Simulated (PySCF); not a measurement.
Species: (SiH3)2PPF2, F₂H₆P₂Si₂.
Atom-mapped SMILES: `[F:1][P:2]([F:3])[P:4]([SiH3:5])[SiH3:6]` (hydrogens: H7, H8, H9 on Si5; H10, H11, H12 on Si6)

Method used: PBE0-D3(BJ)/def2-TZVP geometry optimisation, gas phase (PySCF).

Question: Give the optimised bond lengths and angles.

Answer: 
```
                   bond  length (pm)
           F1–P2, P2–F3        159.2
                  P2–P4        222.4
         P4–Si5, P4–Si6        225.7
Si5–H7 and 5 like bonds        148.6
```

Bonds in one row agree within 1 pm and their mean is given. A selection of angles:
```
     angle  degrees
  F1–P2–F3     98.1
  F1–P2–P4     97.7
 P2–P4–Si5     93.5
Si5–P4–Si6     94.4
 P4–Si5–H7    111.9
 P4–Si5–H8    107.4
 P4–Si5–H9    108.7
 H7–Si5–H8    109.6
```

Torsions: F1–P2–P4–Si5 176° (antiperiplanar).

P2 (three-coordinate phosphorus) is pyramidal (angles 98.1°, 97.9° and 97.7°, sum 293.7°, 0.86 Å off the plane of its three neighbours). Si5 (SiH3 silicon) is tetrahedral (angles from 107.4° to 111.9°). P4 (three-coordinate phosphorus) is pyramidal (angles 94.4°, 93.5° and 93.3°, sum 281.2°, 1.21 Å off the plane of its three neighbours).

Stationary, but not proved a minimum. The numbers are those of one conformer.
